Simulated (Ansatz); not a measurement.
Problem. Predict a relaxed structure of `C[Si](C)(C)C#C/C=C/c1ccc(/C=C/c2ccc(/C=C/c3ccc(/C=C/c4ccc(C#C[Si](C)(C)C)cc4)cc3)cc2)cc1`, charge 0, singlet, at PBE-D4/def2-SVP (Ansatz).

Solution. 
```xyz
86

C   -10.361  -11.071    9.477
Si  -10.371   -9.302   10.146
C    -9.988   -9.297   11.998
C   -12.044   -8.485    9.815
C    -9.063   -8.340    9.270
C    -8.189   -7.709    8.659
C    -7.172   -6.998    7.986
C    -7.358   -6.324    6.807
C    -6.354   -5.580    6.061
C    -5.000   -5.457    6.469
C    -4.086   -4.732    5.710
C    -4.461   -4.087    4.499
C    -3.456   -3.347    3.749
C    -3.636   -2.695    2.562
C    -2.635   -1.955    1.808
C    -1.294   -1.781    2.236
C    -0.382   -1.062    1.468
C    -0.747   -0.471    0.228
C     0.252    0.270   -0.529
C     0.073    0.890   -1.732
C     1.066    1.639   -2.488
C     2.407    1.833   -2.052
C     3.316    2.564   -2.807
C     2.948    3.150   -4.049
C     3.858    3.934   -4.872
C     5.162    4.230   -4.602
C     6.065    5.028   -5.423
C     5.688    5.614   -6.660
C     6.583    6.381   -7.401
C     7.909    6.604   -6.940
C     8.818    7.401   -7.692
C     9.602    8.108   -8.336
Si   10.763    9.186   -9.285
C    12.524    8.842   -8.689
C    10.594    8.783  -11.125
C    10.297   10.990   -8.962
C     8.297    6.017   -5.708
C     7.393    5.250   -4.974
C     1.613    2.954   -4.486
C     0.701    2.220   -3.728
C    -2.089   -0.645   -0.200
C    -3.001   -1.363    0.569
C    -5.815   -4.210    4.094
C    -6.730   -4.934    4.853
H   -10.563  -11.083    8.387
H    -9.377  -11.554    9.648
H   -11.138  -11.684    9.980
H    -8.996   -9.752   12.199
H    -9.975   -8.262   12.398
H   -10.752   -9.874   12.559
H   -12.860   -9.043   10.321
H   -12.265   -8.463    8.729
H   -12.057   -7.441   10.188
H    -6.174   -7.001    8.462
H    -8.369   -6.343    6.366
H    -4.660   -5.940    7.397
H    -3.040   -4.653    6.049
H    -2.454   -3.332    4.211
H    -4.637   -2.717    2.099
H    -0.962   -2.215    3.191
H     0.653   -0.943    1.825
H     1.247    0.317   -0.054
H    -0.921    0.838   -2.208
H     2.737    1.398   -1.097
H     4.342    2.689   -2.429
H     3.413    4.322   -5.805
H     5.609    3.845   -3.670
H     4.670    5.466   -7.048
H     6.271    6.828   -8.356
H    12.800    7.781   -8.858
H    13.253    9.479   -9.232
H    12.623    9.052   -7.605
H     9.557    8.959  -11.476
H    11.274    9.420  -11.728
H    10.848    7.722  -11.325
H    10.973   11.675   -9.515
H    10.369   11.230   -7.882
H     9.257   11.194   -9.288
H     9.320    6.177   -5.339
H     7.711    4.805   -4.018
H     1.297    3.395   -5.444
H    -0.329    2.087   -4.095
H    -2.422   -0.208   -1.153
H    -4.037   -1.480    0.213
H    -6.156   -3.725    3.166
H    -7.776   -5.013    4.514
```
 This is one stationary point.

Single mean-field runs in def2-SVP are fitted with def2-universal-jkfit.
